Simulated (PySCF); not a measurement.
# Computed structure and properties of [Gd(H2O)3]3+

System: [Gd(H2O)3]3+ (singlet in the valence; each metal's 4f electrons, 7 of them, lie in its core potential, out of spins and levels); start: displaced along the imaginary mode (D3). Method: PySCF 2.14.0, RKS TPSS, Gd lcecp-1-SVP with ECP53, O def2-SVP, H def2-SVP; non-relativistic Hamiltonian with scalar-relativistic core potentials where named; density fitting; no spin-orbit coupling.

Input of the relaxation:

```python
mol = gto.M(atom='''
Gd    -0.00000     0.00000     0.00000
O      2.29999     0.00001    -0.00000
H      2.92266     0.25001     0.77893
H      2.92266    -0.24999    -0.77893
O     -1.15000     1.99184     0.00000
H     -1.67784     2.40609     0.77893
H     -1.24483     2.65609    -0.77893
O     -1.14999    -1.99185     0.00000
H     -1.24481    -2.65610     0.77893
H     -1.67783    -2.40610    -0.77893''',
    basis={'Gd': 'lcecp-1-SVP', 'O': 'def2-SVP', 'H': 'def2-SVP'},
    ecp={'Gd': 'lcecp-1-SVP'},
    charge=3, spin=0)
mf = dft.RKS(mol, xc='TPSS')
mf.grids.atom_grid = (50, 194)  # f atoms: unpruned, at least (60, 302)
mf = mf.density_fit()  # fitting sets: Gd AutoAux, O def2-universal-JKFIT, H def2-universal-JKFIT
mf.conv_tol = 1e-08; mf.max_cycle = 55
mf.kernel(dm0)  # dm0: converged density of the start geometry
# quasi-Newton relaxation in Cartesian coordinates to a largest gradient under 0.00045 Eh/bohr, steps kept in the point group
```

Run from Python with OMP_NUM_THREADS=2; the lines above give its settings. Where DIIS fails, smearing, a level shift and second-order steps follow.
It took 2.8 min on 2 threads of Arm Neoverse V2, on a shared host, from the converged density of the start.

Course of the relaxation:

| step | energy above end (eV) | largest force component within the symmetry (eV/Å) |
| --- | --- | --- |
| 0 | 0.2736 | 1.088 |
| 1 | 0.1344 | 0.066 |
| 2 | 0.1255 | 0.051 |
| 3 | 0.1165 | 0.231 |
| 4 | 0.1109 | 0.306 |
| 5 | 0.0959 | 0.266 |
| 6 | 0.0731 | 0.064 |
| 7 | 0.0640 | 0.153 |
| 25 | 0.0006 | 0.010 |
| 26 | 0.0004 | 0.058 |
| 27 | 0.0003 | 0.007 |
| 28 | 0.0002 | 0.007 |
| 29 | 0.0001 | 0.038 |
| 30 | 0.0000 | 0.002 |
(The steps between are left out.)

Relaxed geometry (D3):

```xyz
10

Gd    0.0000    0.0000    0.0000
O     2.2852    0.0000    0.0000
H     2.9072    0.7754    0.0853
H     2.9072   -0.7754   -0.0853
O    -1.1426    1.9791    0.0000
H    -2.1252    2.1300    0.0853
H    -0.7821    2.9054   -0.0853
O    -1.1426   -1.9791    0.0000
H    -0.7820   -2.9054    0.0853
H    -2.1251   -2.1300   -0.0853
```

```
     contact      Å
Gd1–O2 (H2O)  2.285
Gd1–O5 (H2O)  2.285
Gd1–O8 (H2O)  2.285
```

On the finer grid (75, 302):

| Property | Result |
| --- | --- |
| HOMO | -23.36 eV |
| LUMO | -17.56 eV |
| Dipole about the centre of mass | 0.00 D |
| Set of Mulliken populations of Gd1 outside the core potential | s 2.13, p 6.15, d 0.78, f 0.04 |
| D3(BJ) dispersion energy (not in the energies) | -0.190 eV |

```
atom  Mulliken (e)  Löwdin (e)  spin (e)
 Gd1          1.91        1.62      0.00
  O2         -0.31        0.03      0.00
  H3          0.34        0.22      0.00
  H4          0.34        0.22      0.00
  O5         -0.31        0.03      0.00
  H6          0.34        0.22      0.00
  H7          0.34        0.22      0.00
  O8         -0.31        0.03      0.00
  H9          0.34        0.22      0.00
 H10          0.34        0.22      0.00
```

The 4f levels lie in the core potential and are missing. Their spin isn't counted.

No frequency check is given for this geometry.

Taking off one H2O (charge 0, singlet; the rest: singlet) in vacuum, both parts rigid, costs 3.77 eV; the small basis without counterpoise inflates it. Parting with an electron moved from the ligand to the metal can be far cheaper, even downhill.

Rigid scan of H2O along the line from its metal:

```tsv
distance to O2 (Å)	energy (eV)
1.99	0.696
2.09	0.264
2.19	0.057
2.29	0.000
2.39	0.042
2.49	0.148
2.69	0.455
```

One start shape was tried, so this needn't be the lowest isomer.

An lcecp potential fixes the number of 4f electrons, so in runs with it no electron can move into or out of that shell.
